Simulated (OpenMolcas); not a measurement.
Ti3+ (d1) in a complex was computed by CASSCF with the d shell active (OpenMolcas, ANO-RCC-VTZP on the metal). Its lowest spin-free states, and all those of the highest spin:

| 2S+1 | Degeneracy | E (cm-1) |
| --- | --- | --- |
| 2 | 1 | 0.0 |
| 2 | 2 | 2562 |
| 2 | 1 | 6275 |
| 2 | 1 | 20670 |

Task: Is the site octahedral, tetrahedral or cube-like, axial, or of lower symmetry?

Result: The states with 2S+1 = 2 have orbital degeneracies 1, 2, 1, 1. There are pairs but no triples, so the site is axial: not cubic, but with a proper or improper axis of order three or more. The run had Ti3+ with 4 ligands (bromide) in square-planar coordination (D4h) at 2.45 Å. A charge of +0.25 e stands 2.4 Å behind each ligand. Ligand basis ANO-RCC-VDZP.

The least metal-like active orbital is 81 % on the metal (Löwdin) and no ligand orbital is active, so the numbers are rough. Ligand-to-metal charge-transfer states are missing. With metal d orbitals alone and no dynamic correlation the field as a rule comes out too small, by tens of per cent, by up to half for chloride and softer ligands. No measured value stands beside these numbers; the geometry was imposed, not optimised, and the real ion may take another.
